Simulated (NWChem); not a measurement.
Molecule: TiSClF; SMILES [F][Ti](=[S])[Cl]

Results from NWChem. Geometry: optimised at PBE-D3(BJ)/def2-SVP. Ions are spin-unrestricted doublets at the neutral geometry; other ion states weren't tried.

**Question.** Order these by “−ε(HOMO) (eV)”, lowest first: LRC-wPBEh/def2-SVP; B3LYP/def2-SVP; PBE0/def2-SVP; PBE/def2-SVP.

**Answer.** PBE/def2-SVP (6.41), B3LYP/def2-SVP (7.37), PBE0/def2-SVP (7.74), LRC-wPBEh/def2-SVP (9.60)
